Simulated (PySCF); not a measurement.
fluorine atom (F), doublet; BHANDHLYP/cc-pVDZ (PySCF).

The PySCF input:
```python
from pyscf import gto, scf, dft

mol = gto.M(
    atom='''
F     0.00000000    0.00000000    0.00000000
''',
    basis='cc-pvdz',
    spin=1,
    verbose=4,
)

mf = dft.UKS(mol)
mf.xc = 'bhandhlyp'
mf.grids.atom_grid = (99, 590)
mf.grids.prune = None
mf.kernel()
```

What the program printed (banner, timings and long lists left out):

```
PySCF version 2.14.0

[INPUT] verbose = 4
[INPUT] num. atoms = 1
[INPUT] num. electrons = 9
[INPUT] charge = 0
[INPUT] spin (= nelec alpha-beta = 2S) = 1
[INPUT] symmetry False subgroup None
[INPUT] Mole.unit = angstrom
[INPUT] Symbol           X                Y                Z      unit          X                Y                Z       unit  Magmom
[INPUT]  1 F      0.000000000000   0.000000000000   0.000000000000 AA    0.000000000000   0.000000000000   0.000000000000 Bohr   0.0

nuclear repulsion = 0
number of shells = 5
number of NR pGTOs = 26
number of NR cGTOs = 14
basis = cc-pvdz
ecp = {}

******** <class 'pyscf.dft.uks.UKS'> ********
method = UKS
initial guess = minao
damping factor = 0
level_shift factor = 0
DIIS = <class 'pyscf.scf.diis.CDIIS'>
diis_start_cycle = 1
diis_space = 8
diis_damp = 0
SCF conv_tol = 1e-09
SCF conv_tol_grad = None
SCF max_cycles = 50
direct_scf = True
direct_scf_tol = 1e-13
number electrons alpha = 5  beta = 4
XC library pyscf.dft.libxc version 7.1.2
    S. Lehtola, C. Steigemann, M. J. T. Oliveira, and M. A. L. Marques,  SoftwareX 7, 1–5 (2018)
XC functionals = bhandhlyp
    A. D. Becke,  J. Chem. Phys. 98, 1372 (1993)
    Defined through Gaussian implementation.
radial grids:
    Treutler-Ahlrichs [JCP 102, 346 (1995); DOI:10.1063/1.469408] (M4) radial grids

becke partition: Becke, JCP 88, 2547 (1988); DOI:10.1063/1.454033
pruning grids: None
grids dens level: 3
symmetrized grids: False
atomic radii adjust function: <function treutler_atomic_radii_adjust>
User specified grid scheme (99, 590)
small_rho_cutoff = 0
Set gradient conv threshold to 3.16228e-05
tot grids = 58416
init E= -99.5066533863139

cycle= 1 E= -99.7019348222667  delta_E= -0.195  |g|= 0.0951  |ddm|= 0.63
cycle= 2 E= -99.7046315701593  delta_E= -0.0027  |g|= 0.0156  |ddm|= 0.0445
cycle= 3 E= -99.704754364483  delta_E= -0.000123  |g|= 0.00301  |ddm|= 0.0132
cycle= 4 E= -99.7047589588348  delta_E= -4.59e-06  |g|= 0.0015  |ddm|= 0.00305
cycle= 5 E= -99.704759836797  delta_E= -8.78e-07  |g|= 0.000145  |ddm|= 0.00108
cycle= 6 E= -99.7047598521795  delta_E= -1.54e-08  |g|= 1.45e-05  |ddm|= 0.000174
cycle= 7 E= -99.7047598523422  delta_E= -1.63e-10  |g|= 2.8e-07  |ddm|= 1.89e-05
Extra cycle  E= -99.7047598523423  delta_E= -1.14e-13  |g|= 1.1e-07  |ddm|= 2.41e-07
converged SCF energy = -99.7047598523423  <S^2> = 0.75112477  2S+1 = 2.0011245
```
